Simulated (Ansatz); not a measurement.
Cost and result for the atomization energy of CH7AlN2Sn (12 atoms, 13 bonds).

```
atom   x (Å)   y (Å)   z (Å)
  N1   0.006  -1.217  -0.901
  C2   0.177   0.350  -1.035
  N3  -0.737   1.035  -0.204
 Sn4  -0.150   0.762   1.788
 Al5   1.507  -0.466   0.158
  H6   0.254  -1.719  -1.747
  H7  -0.923  -1.489  -0.600
  H8   0.144   0.614  -2.092
  H9  -1.704   1.016  -0.511
 H10  -0.028   2.320   2.500
 H11  -1.444  -0.002   2.641
 H12   2.898  -1.204   0.002
```

The species carries charge 0 and has multiplicity 1. Correlated methods include outer-core shells of Sn, which these sets cover unevenly. Sn takes the def2 core potential. The bonds changed during the relaxation, so this is another structure than the one it started from. All single points use the PBE0-D4/def2-TZVP geometry. It is one conformer, not always the lowest. Program: Ansatz. All runs use 2 threads of an AMD EPYC 7R13 on a shared host and a share of an NVIDIA H100 80 GB. Times are those of one run each, without the atoms' runs, and a repeat can differ threefold. Electronic energies, without spin–orbit coupling; frozen cores. CCSD(T)/CBS adds CCSD(T) − MP2 in def2-TZVPP to the MP2 limit, and its time is that of the two runs behind it. T1 = 0.014. With those shells the extrapolation isn't a true limit. B3LYP takes the VWN-RPA correlation (the form of Gaussian; ORCA's B3LYP/G).

CCSD(T)/CBS is a level of theory with its own doubt, some kJ/mol a heavy atom from the limit and from the frozen cores, so smaller differences don't rank the functionals.

```tsv
level	functions	wall time	atomization (kJ/mol)	difference from CCSD(T)/CBS	per bond
PBE0-D4/def2-TZVPP	283	3.2 s	3701.6	-19.4	-1.5
PBE-D4/def2-TZVPP (with forces)	283	3.5 s	3784.6	63.6	4.9
r2SCAN-D4/def2-TZVPP (with forces)	283	3.7 s	3698.8	-22.2	-1.7
B2PLYP/def2-TZVPP	283	3.9 s	3643.7	-77.3	-5.9
B3LYP-D4/def2-TZVPP (with forces)	283	4.2 s	3703.5	-17.5	-1.3
MP2/def2-QZVPP	533	4.9 s	3691.9	-29.1	-2.2
ωB97X-V/def2-TZVPP	283	5.5 s	3741.3	20.3	1.6
ωB97M-V/def2-TZVPP (with forces)	283	7 s	3719.4	-1.6	-0.1
CCSD(T)/def2-TZVPP	283	9.5 s	3592.1	-128.9	-9.9
CCSD(T)/CBS(def2)	–	14 s	3721.0	0.0	0.0
```

In def2-TZVPP, CCSD(T) changes the Hartree–Fock value by +1163.3 kJ/mol (the triples alone add +73.1 kJ/mol) and MP2 by +1186.4 kJ/mol; breaking electron pairs costs correlation energy, which Hartree–Fock lacks. The D4 term adds +49.8 kJ/mol with B3LYP and +25.9 kJ/mol with PBE0; it sums over pairs of atoms, weighted by their polarisabilities, and B3LYP, whose exchange is more repulsive, gets the larger term. From PBE to PBE0 (25 % exact exchange), in def2-TZVPP and without D4, the atomization energy moves by −78.4 kJ/mol: exact exchange takes away binding that semilocal exchange gives to molecules.

Spin–orbit coupling would lower the free Sn atoms strongly, and the atomization energy with them, by more than many differences here. For some Ge, Se and Sn compounds the MP2-based and the directly extrapolated limit differ by 10 to 25 kJ/mol.
